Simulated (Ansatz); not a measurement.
Harmonic frequencies (cm⁻¹) at PBE0-D4/def2-TZVP from Ansatz: 137, 192, 200, 213, 435, 454, 528, 594, 822, 917, 959, 1013, 1243, 1470, 2071, 2700, 3126, 3202.

Each molecule was computed in one conformer, which needn't be the lowest.

Task: Which molecule is it?
A. `C=C=C(S)Br`
B. `O[Si]1(F)CO1`
C. `[AlH2][SiH2]S`
D. `O=CC(O)Br`

Result: A.
